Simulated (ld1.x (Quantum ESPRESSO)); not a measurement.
**Building the TM semilocal potential for lutetium (PBE, scalar-relativistic).**

The input file (ld1.x (Quantum ESPRESSO) 7.5):

```
&input
   title='Lu', zed=71., rel=1, dft='PBE', iswitch=3,
   config='[Xe] 4f14 5d2 6s1 6p0',
   nld=4, rlderiv=1.70, eminld=-16.0, emaxld=5.0, deld=0.04
 /
 &inputp
   pseudotype=1, tm=.true., lloc=2,
   nlcc=.true., rcore=0.90,
   file_pseudopw='Lu.pp', file_wfcaegen='ae.wfc', file_wfcncgen='nc.wfc'
 /
4
5S  1  0   2.00   0.00  1.05  1.05  0.0
5P  2  1   6.00   0.00  1.55  1.55  0.0
4F  4  3  14.00   0.00  1.05  1.05  0.0
4D  3  2  10.00   0.00  0.95  0.95  0.0
 &test
   configts(1)='4d10 4f14 5s2 5p6 5d2 6s1 6p0'
 /
```

Command:

```bash
ld1.x < Lu.in > Lu.out
```

Output (shortened: banner, matrices, multipoles, cross overlaps and the repeated all-electron block are left out):

```
Program LD1 v.7.5
     --------------------------- All-electron run ----------------------------

     Lu
     scalar relativistic calculation

     atomic number is 71.00
     dft =PBE   lsd =0 sic =0 latt =0  beta=0.20 tr2=1.0E-14
     Exchange-correlation= PBE
                           (   1   4   3   4   0   0   0)
     mesh =1271 r(mesh) = 100.71756 a.u. xmin = -7.00 dx = 0.01250
     1 Ry =  13.60569312 eV, c = 137.03599908

     n l     nl                  e(Ry)          e(Ha)          e(eV)
     1 0     1S 1( 2.00)     -4648.4731     -2324.2366    -63245.6991
     2 0     2S 1( 2.00)      -791.2169      -395.6085    -10765.0544
     2 1     2P 1( 6.00)      -695.9873      -347.9937     -9469.3903
     3 0     3S 1( 2.00)      -179.2574       -89.6287     -2438.9208
     3 1     3P 1( 6.00)      -150.6854       -75.3427     -2050.1787
     4 0     4S 1( 2.00)       -35.6317       -17.8159      -484.7943
     4 1     4P 1( 6.00)       -26.2581       -13.1291      -357.2601
     3 2     3D 1(10.00)      -116.4090       -58.2045     -1583.8249
     5 0     5S 1( 2.00)        -4.4148        -2.2074       -60.0662
     5 1     5P 1( 6.00)        -2.2606        -1.1303       -30.7571
     4 2     4D 1(10.00)       -14.0372        -7.0186      -190.9857
     4 3     4F 1(14.00)        -0.6381        -0.3191        -8.6824
     5 2     5D 1( 2.00)        -0.0989        -0.0494        -1.3454
     6 0     6S 1( 1.00)        -0.3259        -0.1630        -4.4346
     6 1     6P 1( 0.00)        -0.0965        -0.0483        -1.3135

     final scf error:  9.5E-15 reached in  37 iterations

     Etot =  -29126.476717 Ry,  -14563.238359 Ha, -396285.903972 eV

     Ekin =   31830.648742 Ry,   15915.324371 Ha,  433078.038689 eV
     Encl =  -71785.127279 Ry,  -35892.563640 Ha, -976686.412557 eV
     Eh   =   11428.372617 Ry,    5714.186309 Ha,  155490.930727 eV
     Exc  =    -600.370797 Ry,    -300.185399 Ha,   -8168.460831 eV

     normalization and overlap integrals

     s(1S/1S) =  1.000000  <r> =   0.0193  <r2> =    0.0005  r(max) =   0.0121
     s(2S/2S) =  1.000000  <r> =   0.0818  <r2> =    0.0079  r(max) =   0.0689
     s(2P/2P) =  1.000000  <r> =   0.0729  <r2> =    0.0065  r(max) =   0.0564
     s(3S/3S) =  1.000000  <r> =   0.2126  <r2> =    0.0517  r(max) =   0.1969
     s(3P/3P) =  1.000000  <r> =   0.2123  <r2> =    0.0523  r(max) =   0.1920
     s(4S/4S) =  1.000000  <r> =   0.4779  <r2> =    0.2579  r(max) =   0.4437
     s(4P/4P) =  1.000000  <r> =   0.5078  <r2> =    0.2935  r(max) =   0.4664
     s(3D/3D) =  1.000000  <r> =   0.1925  <r2> =    0.0434  r(max) =   0.1572
     s(5S/5S) =  1.000000  <r> =   1.1726  <r2> =    1.5498  r(max) =   1.0380
     s(5P/5P) =  1.000000  <r> =   1.3997  <r2> =    2.2363  r(max) =   1.1910
     s(4D/4D) =  1.000000  <r> =   0.5475  <r2> =    0.3480  r(max) =   0.4782
     s(4F/4F) =  1.000000  <r> =   0.7261  <r2> =    0.7065  r(max) =   0.4664
     s(5D/5D) =  1.000000  <r> =   3.1966  <r2> =   13.4951  r(max) =   1.8914
     s(6S/6S) =  1.000000  <r> =   3.7286  <r2> =   15.9221  r(max) =   3.1184
     s(6P/6P) =  1.000000  <r> =   5.6457  <r2> =   37.2627  r(max) =   4.4809

     ------------------------ End of All-electron run ------------------------

     --------------------- Generating NC pseudopotential ---------------------

      Generating local pot.: lloc=2, matching radius rcloc =   0.9500

      Computing core charge for nlcc:

       r > 0.90 : true rho core
       r < 0.90 : rho core = a sin(br)/r    a=   5.25  b=   3.06

      Integrated core pseudo-charge :   4.77

      Wfc   5S  rcut= 1.038  Using Troullier-Martins method

      Wfc   5P  rcut= 1.549  Using Troullier-Martins method

      Wfc   4F  rcut= 1.038  Using Troullier-Martins method

     ------------------- End of pseudopotential generation -------------------

     Computing logarithmic derivative in   1.70078
     Computing logarithmic derivative in   1.70078
     Computing the partial wave expansion
     R is outside the sphere for l=    0 j= 0.00
     R is outside the sphere for l=    1 j= 0.00
       no projector for channel:   2
     R is outside the sphere for l=    3 j= 0.00

     ---------------------- Testing the pseudopotential ----------------------

     Lu
     scalar relativistic calculation

     atomic number is 71.00   valence charge is 35.00
     dft =PBE   lsd =0 sic =0 latt =0  beta=0.20 tr2=1.0E-14
     mesh =1271 r(mesh) = 100.71756 xmin = -7.00 dx = 0.01250

     n l     nl             e AE (Ry)        e PS (Ry)    De AE-PS (Ry)
     3 2     4D   1(10.00)      -14.03719      -14.03723        0.00004
     4 3     4F   1(14.00)       -0.63815       -0.63813       -0.00002
     1 0     5S   1( 2.00)       -4.41479       -4.41486        0.00008
     2 1     5P   1( 6.00)       -2.26060       -2.26062        0.00002
     4 2     5D   1( 2.00)       -0.09889       -0.08913       -0.00976  !
     2 0     6S   1( 1.00)       -0.32594       -0.32920        0.00326
     3 1     6P   1( 0.00)       -0.09654       -0.09734        0.00080

     eps = 1.2E-15  iter = 23

     Etot =  -29126.476717 Ry,  -14563.238359 Ha, -396285.903972 eV
     Etotps = -1372.139059 Ry,    -686.069530 Ha,  -18668.902961 eV

     Ekin =    1022.648986 Ry,     511.324493 Ha,   13913.848282 eV
     Encl =   -3427.548561 Ry,   -1713.774280 Ha,  -46634.173879 eV
     Ehrt =    1220.505042 Ry,     610.252521 Ha,   16605.817060 eV
     Ecxc =     -96.980566 Ry,     -48.490283 Ha,   -1319.487825 eV
     (Ecc =      -3.584076 Ry,      -1.792038 Ha,     -48.763836 eV)
     Epseu=     -90.763961 Ry,     -45.381980 Ha,   -1234.906599 eV

     ---------------------- End of pseudopotential test ----------------------
```

ld1.x takes every shell without a wave as core, so the model core holds the 5d, 6s electrons as well and exchange and correlation see them twice. This cancels in the reference configuration, but the file is broken for other ones, and its errors say nothing about a proper core correction.

Generation and configuration tests took about 5.8 s on one core of a shared server CPU.

Transferability test of the new file with ld1.x, input:

```
&input
   title='Lu', zed=71., rel=1, dft='PBE', iswitch=2,
   config='[Xe] 4f14 5d2 6s1 6p0'
 /
 &test
   file_pseudo='Lu.pp', nconf=8,
   configts(1)='4d10 4f14 5s2 5p6 5d2 6s1 6p0',
   configts(2)='4d10 4f14 5s2 5p6 5d1 6s2 6p0',
   configts(3)='4d10 4f14 5s2 5p6 5d1 6s1 6p0',
   configts(4)='4d10 4f14 5s2 5p6 5d1 6s0 6p0',
   configts(5)='4d10 4f14 5s2 5p6 5d1 6s0 6p2',
   configts(6)='4d10 4f14 5s2 5p6 5d1.5 6s1.5 6p0',
   configts(7)='4d10 4f14 5s2 5p6 5d0 6s2 6p1',
   configts(8)='4d10 4f14 5s2 5p6 5d0 6s0 6p0'
 /
```

```bash
ld1.x < Lu.test.in > Lu.test.out
```

Pseudopotential blocks of its output, shortened (energy terms left out):

```
     ---------------------- Testing the pseudopotential ----------------------

     n l     nl             e AE (Ry)        e PS (Ry)    De AE-PS (Ry)
     3 2     4D   1(10.00)      -14.03719      -14.03723        0.00004
     4 3     4F   1(14.00)       -0.63815       -0.63813       -0.00002
     1 0     5S   1( 2.00)       -4.41479       -4.41486        0.00008
     2 1     5P   1( 6.00)       -2.26060       -2.26062        0.00002
     4 2     5D   1( 2.00)       -0.09889       -0.08913       -0.00976  !
     2 0     6S   1( 1.00)       -0.32594       -0.32920        0.00326
     3 1     6P   1( 0.00)       -0.09654       -0.09734        0.00080

     eps = 3.0E-15  iter = 30

     Etot =  -29126.476717 Ry,  -14563.238359 Ha, -396285.903972 eV
     Etotps = -1372.139058 Ry,    -686.069529 Ha,  -18668.902939 eV

     ---------------------- End of pseudopotential test ----------------------

          ---------------------- Testing the pseudopotential ----------------------

     n l     nl             e AE (Ry)        e PS (Ry)    De AE-PS (Ry)
     3 2     4D   1(10.00)      -14.10547      -14.09090       -0.01458  !
     4 3     4F   1(14.00)       -0.70733       -0.69246       -0.01487  !
     1 0     5S   1( 2.00)       -4.48772       -4.47295       -0.01476  !
     2 1     5P   1( 6.00)       -2.32704       -2.31349       -0.01355  !
     4 2     5D   1( 1.00)       -0.12857       -0.10768       -0.02089  !
     2 0     6S   1( 2.00)       -0.34244       -0.33652       -0.00591  !
     3 1     6P   1( 0.00)       -0.09884       -0.09490       -0.00394

     eps = 9.4E-15  iter = 25

     Etot =  -29126.697660 Ry,  -14563.348830 Ha, -396288.910042 eV
     Etotps = -1372.374042 Ry,    -686.187021 Ha,  -18672.100066 eV
     dEtot_ae =      -0.220942 Ry
     dEtot_ps =      -0.234985 Ry,   Delta E=       0.014043 Ry

     ---------------------- End of pseudopotential test ----------------------

          ---------------------- Testing the pseudopotential ----------------------

     n l     nl             e AE (Ry)        e PS (Ry)    De AE-PS (Ry)
     3 2     4D   1(10.00)      -14.59850      -14.58722       -0.01128  !
     4 3     4F   1(14.00)       -1.20018       -1.18873       -0.01145  !
     1 0     5S   1( 2.00)       -4.98116       -4.96915       -0.01201  !
     2 1     5P   1( 6.00)       -2.82057       -2.80937       -0.01120  !
     4 2     5D   1( 1.00)       -0.57837       -0.56239       -0.01598  !
     2 0     6S   1( 1.00)       -0.75043       -0.76142        0.01099  !
     3 1     6P   1( 0.00)       -0.44222       -0.45687        0.01466  !

     eps = 6.0E-15  iter = 24

     Etot =  -29126.156336 Ry,  -14563.078168 Ha, -396281.544964 eV
     Etotps = -1371.831164 Ry,    -685.915582 Ha,  -18664.713834 eV
     dEtot_ae =       0.320381 Ry
     dEtot_ps =       0.307893 Ry,   Delta E=       0.012488 Ry

     ---------------------- End of pseudopotential test ----------------------

          ---------------------- Testing the pseudopotential ----------------------

     n l     nl             e AE (Ry)        e PS (Ry)    De AE-PS (Ry)
     3 2     4D   1(10.00)      -15.18549      -15.17957       -0.00592  !
     4 3     4F   1(14.00)       -1.78679       -1.78091       -0.00589  !
     1 0     5S   1( 2.00)       -5.56918       -5.56140       -0.00778  !
     2 1     5P   1( 6.00)       -3.40536       -3.39874       -0.00662  !
     4 2     5D   1( 1.00)       -1.10711       -1.09893       -0.00818  !
     2 0     6S   1( 0.00)       -1.21097       -1.24409        0.03313  !
     3 1     6P   1( 0.00)       -0.83773       -0.88152        0.04379  !

     eps = 7.3E-15  iter = 23

     Etot =  -29125.180370 Ry,  -14562.590185 Ha, -396268.266269 eV
     Etotps = -1370.832251 Ry,    -685.416126 Ha,  -18651.122931 eV
     dEtot_ae =       1.296347 Ry
     dEtot_ps =       1.306806 Ry,   Delta E=      -0.010459 Ry

     ---------------------- End of pseudopotential test ----------------------

          ---------------------- Testing the pseudopotential ----------------------

     n l     nl             e AE (Ry)        e PS (Ry)    De AE-PS (Ry)
     3 2     4D   1(10.00)      -14.31228      -14.28922       -0.02306  !
     4 3     4F   1(14.00)       -0.91416       -0.89079       -0.02337  !
     1 0     5S   1( 2.00)       -4.69712       -4.67263       -0.02449  !
     2 1     5P   1( 6.00)       -2.53440       -2.51160       -0.02280  !
     4 2     5D   1( 1.00)       -0.28283       -0.25542       -0.02742  !
     2 0     6S   1( 0.00)       -0.45758       -0.45202       -0.00556  !
     3 1     6P   1( 2.00)       -0.18560       -0.17258       -0.01301  !

     eps = 7.2E-15  iter = 37

     Etot =  -29126.180936 Ry,  -14563.090468 Ha, -396281.879665 eV
     Etotps = -1371.851308 Ry,    -685.925654 Ha,  -18664.987905 eV
     dEtot_ae =       0.295781 Ry
     dEtot_ps =       0.287750 Ry,   Delta E=       0.008031 Ry

     ---------------------- End of pseudopotential test ----------------------

          ---------------------- Testing the pseudopotential ----------------------

     n l     nl             e AE (Ry)        e PS (Ry)    De AE-PS (Ry)
     3 2     4D   1(10.00)      -14.06664      -14.06022       -0.00642  !
     4 3     4F   1(14.00)       -0.66805       -0.66145       -0.00660  !
     1 0     5S   1( 2.00)       -4.44652       -4.44003       -0.00649  !
     2 1     5P   1( 6.00)       -2.28935       -2.28337       -0.00598  !
     4 2     5D   1( 1.50)       -0.11073       -0.09601       -0.01472  !
     2 0     6S   1( 1.50)       -0.33227       -0.33126       -0.00101
     3 1     6P   1( 0.00)       -0.09651       -0.09521       -0.00130

     eps = 2.6E-15  iter = 30

     Etot =  -29126.588831 Ry,  -14563.294415 Ha, -396287.429349 eV
     Etotps = -1372.257942 Ry,    -686.128971 Ha,  -18670.520449 eV
     dEtot_ae =      -0.112113 Ry
     dEtot_ps =      -0.118885 Ry,   Delta E=       0.006772 Ry

     ---------------------- End of pseudopotential test ----------------------

          ---------------------- Testing the pseudopotential ----------------------

     n l     nl             e AE (Ry)        e PS (Ry)    De AE-PS (Ry)
     3 2     4D   1(10.00)      -14.33430      -14.30126       -0.03304  !
     4 3     4F   1(14.00)       -0.93694       -0.90339       -0.03354  !
     1 0     5S   1( 2.00)       -4.72243       -4.68863       -0.03380  !
     2 1     5P   1( 6.00)       -2.55060       -2.52004       -0.03056  !
     4 2     5D   1( 0.00)       -0.27421       -0.23907       -0.03514  !
     2 0     6S   1( 2.00)       -0.44073       -0.42693       -0.01380  !
     3 1     6P   1( 1.00)       -0.15989       -0.14602       -0.01387  !

     eps = 5.9E-15  iter = 29

     Etot =  -29126.628066 Ry,  -14563.314033 Ha, -396287.963168 eV
     Etotps = -1372.323979 Ry,    -686.161989 Ha,  -18671.418920 eV
     dEtot_ae =      -0.151348 Ry
     dEtot_ps =      -0.184921 Ry,   Delta E=       0.033573 Ry

     ---------------------- End of pseudopotential test ----------------------

          ---------------------- Testing the pseudopotential ----------------------

     n l     nl             e AE (Ry)        e PS (Ry)    De AE-PS (Ry)
     3 2     4D   1(10.00)      -16.06055      -16.03866       -0.02189  !
     4 3     4F   1(14.00)       -2.66105       -2.63944       -0.02160  !
     1 0     5S   1( 2.00)       -6.44622       -6.42229       -0.02392  !
     2 1     5P   1( 6.00)       -4.26010       -4.24032       -0.01978  !
     4 2     5D   1( 0.00)       -1.84397       -1.82568       -0.01829  !
     2 0     6S   1( 0.00)       -1.80314       -1.85167        0.04853  !
     3 1     6P   1( 0.00)       -1.33444       -1.41245        0.07801  !

     eps = 3.0E-15  iter = 22

     Etot =  -29123.713530 Ry,  -14561.856765 Ha, -396248.308891 eV
     Etotps = -1369.378972 Ry,    -684.689486 Ha,  -18631.350060 eV
     dEtot_ae =       2.763187 Ry
     dEtot_ps =       2.760086 Ry,   Delta E=       0.003102 Ry

     ---------------------- End of pseudopotential test ----------------------
```
